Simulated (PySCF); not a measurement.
An equivalent PySCF input for B (boron, neutral), [He] 2s2 2p1, 2P determinant, with scalar relativity by spin-free X2C-1e:

```python
from pyscf import gto, scf, dft, mp, cc
import basis_set_exchange as bse
mol = gto.M(atom="B 0 0 0", charge=0, spin=1, symmetry="D2h",
            basis=gto.basis.parse(bse.get_basis("aug-cc-pVDZ-DK", elements=["B"], fmt="nwchem", header=False)),
            nucmod="G")
mf = dft.UKS(mol, xc="LDA,VWN").sfx2c1e()
mf.irrep_nelec = {'Ag': (2, 2), 'B2u': (1, 0)}
mf.kernel()
```

It reaches the same state as the run whose output follows, with an energy that differs only through the grid. The run itself started from symmetry-adapted Hartree-Fock orbitals and held the occupation by maximum overlap, on a logarithmic radial grid, so the iterations belong to that start.

```
SCF conv_tol = 1e-09
number electrons alpha = 3  beta = 2
XC functionals = LDA,VWN
    P. A. M. Dirac.,  Math. Proc. Cambridge Philos. Soc. 26, 376 (1930)
    F. Bloch.,  Z. Phys. 57, 545 (1929)
    S. H. Vosko, L. Wilk, and M. Nusair.,  Can. J. Phys. 58, 1200 (1980)
cycle= 1 E= -24.3567760887465  delta_E= -0.00215  |g|= 0.0027  |ddm|= 0.135
cycle= 2 E= -24.3567822880365  delta_E= -6.2e-06  |g|= 0.000741  |ddm|= 0.0163
cycle= 3 E= -24.3567829209901  delta_E= -6.33e-07  |g|= 0.000226  |ddm|= 0.00642
cycle= 4 E= -24.3567829868785  delta_E= -6.59e-08  |g|= 6.27e-06  |ddm|= 0.00159
cycle= 5 E= -24.3567829869261  delta_E= -4.77e-11  |g|= 2.27e-07  |ddm|= 4.14e-05
converged SCF energy = -24.3567829869261  <S^2> = 0.75165923  2S+1 = 2.0016585
```
